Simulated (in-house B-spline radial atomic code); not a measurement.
Response of Sn4+ as one setting changes: the share of exact exchange in a PBE hybrid. A dash marks a strongly mixed or unbound state. Computed with a B-spline radial code for spherical atoms: linear response of the closed shell [Kr] 4d10 with the functional's adiabatic kernel; scalar-relativistic (spin-free one-electron X2C), finite nucleus, no spin-orbit coupling, no double excitations, S, P, D and F terms only; shells from n = 2 respond. Only terms of natural parity with L up to 3 were computed.

| share of exact exchange in a PBE hybrid | lowest 1P (eV) | lowest 3P, Tamm-Dancoff (eV) | minus highest occupied level (eV) | α (bohr³) |
| --- | --- | --- | --- | --- |
| 0 | 4d → 5p 32.23 | 4d → 5p 30.72 | 67.66 | 2.421 |
| 0.1 | 4d → 5p 32.63 | 4d → 5p 31.11 | 68.76 | 2.399 |
| 0.2 | ? | ? | ? | ? |
| 0.3 | 4d → 5p 33.43 | 4d → 5p 31.87 | 70.96 | 2.356 |
| 0.4 | 4d → 5p 33.83 | 4d → 5p 32.26 | 72.07 | 2.335 |
| 0.5 | 4d → 5p 34.22 | 4d → 5p 32.63 | 73.18 | 2.315 |
| 0.6 | ? | ? | ? | ? |
| 0.7 | 4d → 5p 35.02 | 4d → 5p 33.39 | 75.41 | 2.277 |
| 0.8 | 4d → 5p 35.41 | 4d → 5p 33.76 | 76.53 | 2.258 |
| 0.9 | 4d → 5p 35.80 | 4d → 5p 34.14 | 77.65 | 2.24 |
| 1 | 4d → 5p 36.19 | 4d → 5p 34.51 | 78.78 | 2.223 |

**Question.** What belongs in the row for 0.2?

**Answer.** lowest 1P (eV): 4d → 5p 33.03; lowest 3P, Tamm-Dancoff (eV): 4d → 5p 31.49; minus highest occupied level (eV): 69.86; α (bohr³): 2.377.

**Question.** What belongs in the row for 0.6?

**Answer.** lowest 1P (eV): 4d → 5p 34.62; lowest 3P, Tamm-Dancoff (eV): 4d → 5p 33.01; minus highest occupied level (eV): 74.29; α (bohr³): 2.296.
